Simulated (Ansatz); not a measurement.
C2H6ClIn (`[CH3][In]([CH3])[Cl]`). Charge 0, multiplicity 1. In takes the def2 core potential.

```xyz
10

C     0.251    1.493    1.341
In    0.317    0.116   -0.291
C    -0.696   -1.650   -0.940
Cl    2.015    0.721   -1.830
H     0.957    2.300    1.152
H    -0.754    1.903    1.455
H     0.521    0.985    2.269
H    -0.299   -1.950   -1.909
H    -0.544   -2.455   -0.220
H    -1.768   -1.464   -1.025
```

**Question.** List the harmonic frequencies (cm⁻¹, unscaled) at PBE0-D4/def2-TZVP in Ansatz. (Best estimate.)

**Answer.** Computed: 42i, 40i, 108, 113, 121, 334, 492, 539, 665, 707, 724, 756, 1194, 1197, 1444, 1447, 1448, 1454, 3064, 3065, 3152, 3153, 3175, 3175.

**Question.** Is this a minimum?

**Answer.** No: 1 imaginary mode, so it is a saddle point.
